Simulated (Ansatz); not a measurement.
The input (input.yaml):

```yaml
crystal:
  periodic: [false, false, false]
  atoms:
    - { symbol: "N", position_ang: [-1.229, -1.4265, 0.7795] }
    - { symbol: Si, position_ang: [0.0219, -0.459, 1.3827] }
    - { symbol: "N", position_ang: [1.0449, -0.4775, 0.162] }
    - { symbol: C, position_ang: [0.7804, 0.539, -0.6904] }
    - { symbol: O, position_ang: [-0.4268, 0.3033, -1.549] }
    - { symbol: O, position_ang: [0.9764, 1.8954, -0.3194] }
    - { symbol: H, position_ang: [-0.8174, -2.0942, 0.1939] }
    - { symbol: H, position_ang: [-1.6953, -0.7424, 0.0941] }
    - { symbol: H, position_ang: [-0.4989, 0.8311, 1.9572] }
    - { symbol: H, position_ang: [2.0219, -0.2828, 0.5278] }
    - { symbol: H, position_ang: [-0.3585, -0.5793, -1.8919] }
    - { symbol: H, position_ang: [0.2574, 2.4377, -0.6127] }
basis:
  gaussian: { orbitals: def2-SVP }
hamiltonian:
  xc: hf
relax:
  f_tol: 0.015
  max_steps: 40
```

Run as:

```bash
$ ansatz run input.yaml --threads 2 --pin off --max-ram 3072MiB --backend cpu --events-out ev --progress --plain --runs-dir out
```

Hardware: 2 threads of Arm Neoverse V2 (shared host).

Question: Roughly how long does this run take, and how much memory?

Answer: 49 s, with a peak of 0.26 GiB, for 28 ionic steps.
